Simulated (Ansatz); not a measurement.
TlH₂, relaxed as a doublet with UKS r2SCAN-D4/def2-TZVP in Ansatz, starting from the GFN1-xTB geometry. Force threshold 0.02 eV/Å.

In the def2 sets Tl takes a core potential; there is no spin–orbit coupling. The structure comes from a short search, and lower isomers may exist.

Start:

```
atom   x (Å)   y (Å)   z (Å)
 Tl1  -0.022   0.693   0.315
  H2  -1.492  -0.323  -0.312
  H3   1.513  -0.370  -0.003
```

Q: Estimate the energy that the relaxation releases and the steps that it takes.

A: 13.2 kJ/mol, in 4 steps; 7 s on 4 threads of Intel Xeon on a shared host. No frequencies were taken in this run, so the end may be a saddle point.

Q: Does the start keep its bonding and symmetry?

A: By distances, no bond broke or formed. The bond that changes most is Tl1–H3, from 1.89 to 1.80 Å (atoms count from 1). Point group C2v at the start, C2v at the end, both within 0.05 Å.

Q: Predict the relaxed structure.

A: 
| atom | x (Å) | y (Å) | z (Å) |
| --- | --- | --- | --- |
| Tl1 | -0.016 | 0.508 | 0.231 |
| H2 | -1.578 | -0.229 | -0.278 |
| H3 | 1.594 | -0.279 | 0.048 |
Bond lengths: 2 × H–Tl 1.80 Å.
